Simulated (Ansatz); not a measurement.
Two structures of GaNH6O2, closed shell, reached by relaxing down either side of one saddle point (PBE0-D4/def2-TZVP). Energies are electronic, without zero-point energy. Ansatz 0.2.0; basis: def2-TZVPP and def2-QZVPP; cores frozen in the correlated methods. Filled d shells of the heavier atoms are correlated. The def2 sets are not built for correlating such inner shells, so the correlated values are less sure here. Extrapolation: Hartree–Fock as exp(−7.88 √X), correlation as X^−2.97. First:

```
10
angstrom
Ga -0.1195 -0.4969 -0.4114
N 1.3509 0.5772 -0.4285
O -0.2223 -1.9914 0.5465
O -1.6084 -0.1234 -1.3087
H -0.7428 1.2178 1.7819
H -1.3742 0.8231 1.8573
H 2.2431 0.2223 -0.1254
H 1.4721 1.2612 -1.1574
H 0.5686 -2.1844 1.0524
H -1.5676 0.6945 -1.8069
```

Second:

```tsv
atom	x (Å)	y (Å)	z (Å)
Ga1	-0.7052	-0.1985	0.3859
N2	1.0953	0.8640	0.0862
O3	0.1591	-1.7393	0.8245
O4	-1.1683	-0.1697	-1.3789
H5	1.2431	1.7334	0.5836
H6	-1.5389	0.5708	1.4639
H7	1.8256	0.2037	0.3330
H8	1.1308	1.0399	-0.9129
H9	0.0242	-2.4209	0.1638
H10	-2.0658	0.1167	-1.5492
```

**Question.** Which bonds change from the first to the second?

**Answer.** GaNH₄O₂ ([NH2][Ga]([OH])[OH]) + H₂ → GaH₃O₂ ([OH][GaH][OH]) + NH₃ (still joined by a long Ga–N bond); bonds formed: Ga1–H6, N2–H5; bonds broken: H5–H6; bonds weakened to dative contacts: Ga1–N2.

**Question.** Give the saddle point's structure and its height above each. (An estimate is asked for; the value comes from the calculation.)

**Answer.** Computed: 1.191 eV above the first and 2.096 eV above the second (CCSD(T) at an estimated basis limit (MP2 extrapolated from triple and quadruple zeta, plus CCSD(T) − MP2 in triple zeta)).
```csv
atom,x (Å),y (Å),z (Å)
Ga1,-0.4189,-0.4650,-0.1552
N2,1.1021,0.7718,-0.0473
O3,-0.1819,-2.1343,0.4218
O4,-1.5980,-0.2282,-1.4702
H5,0.1142,0.9954,0.9183
H6,-0.7697,0.7137,1.2964
H7,2.0053,0.4131,0.2385
H8,1.2366,1.4491,-0.7884
H9,0.3259,-2.2038,1.2312
H10,-1.8155,0.6883,-1.6453
```

T1 diagnostic: at most 0.014.

Labels in which every atom is bracketed show which atoms are joined, not bond orders.

For scale, one of the runs: CCSD(T)/def2-TZVPP, 225 basis functions, launched by `ansatz run in.yaml --threads 4 --pin off --events-out ev --progress --plain --max-ram 9574MiB`. The run took 2 min on 4 CPU threads of an Arm Neoverse V1 (shared host), with 3.9 GiB of host memory at its peak.
